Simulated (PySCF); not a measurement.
Species: C5H7NS.
Structure used (GFN2-xTB), in Å, numbered top down from 1:
```
atom  x, y, z in Å
C1    -1.9693   -0.6741    0.2489
N2    -1.2074    0.5194   -0.0406
C3     0.1759    0.4645   -0.0620
C4     0.9355   -0.6982   -0.3819
C5     2.2688   -0.4602   -0.4144
S6     2.6511    1.1765   -0.0647
C7     0.9824    1.5479    0.1471
H8    -3.0281   -0.4220    0.2377
H9    -1.7880   -1.4157   -0.5287
H10   -1.7230   -1.1197    1.2219
H11   -1.5560    1.3465    0.4236
H12    0.5051   -1.6629   -0.5781
H13    3.0600   -1.1516   -0.6258
H14    0.6922    2.5490    0.3949
```

NICS = −σ at a ghost point: NICS(0) at the centroid of the ring atoms, NICS(1) 1 Å to either side along the normal of their mean plane, zz for the tensor component along that normal. Level: GIAO PBE0/pcSseg-1 (PySCF, non-relativistic, gas phase) on the GFN2-xTB geometry, one conformer.

Ring bond lengths (Å), with Mayer bond orders in brackets: C3–C4 1.425 (1.22), C4–C5 1.355 (1.58), C5–S6 1.717 (1.20), S6–C7 1.723 (1.13), C7–C3 1.367 (1.53).

Problem. What do the NICS probes read (ppm)?

Solution. 
```csv
ring,type,NICS(0),"NICS(1), two faces","NICS(1)zz, two faces",rms pucker (Å),"centre to ring atoms, mean (Å)"
C3–C4–C5–S6–C7,5-membered ring with S; formal bonds all aromatic,-13.1,-10.6 / -10.9,-24.6 / -25.1,0.00,1.29
```

Problem. What can be read from them?

Solution. 
- C3–C4–C5–S6–C7: mean NICS(1)zz -24.9 ppm, shielded, aromatic by this magnetic criterion (flat ring, no four-coordinate atom).

Problem. What does the geometric index give? HOMA = 1 − mean of α(R − Ropt)² over the ring bonds, with Krygowski's 1993 parameters (CC: Ropt 1.388 Å, α 257.7 Å⁻²; CS: Ropt 1.677 Å, α 94.09 Å⁻²).

Solution. 
- C3–C4–C5–S6–C7: HOMA 0.78; the largest term is that of C3–C4, α(R − Ropt)² = 0.36. The geometric and the magnetic index point the same way.

Problem. List the ring angles and the Hirshfeld charges of the ring atoms.

Solution. 
- C3–C4–C5–S6–C7: C3 111.5° (+0.024 e), C4 112.7° (-0.088 e), C5 112.4° (-0.086 e), S6 90.9° (+0.083 e), C7 112.4° (-0.132 e); sum 540.0° against 540° for a flat convex ring.

The run took 18 s wall on Arm Neoverse V2, one thread, no GPU, shared host, and the process peaked at 0.73 GiB of memory. This is the whole shielding run at PBE0/pcSseg-1, SCF included.
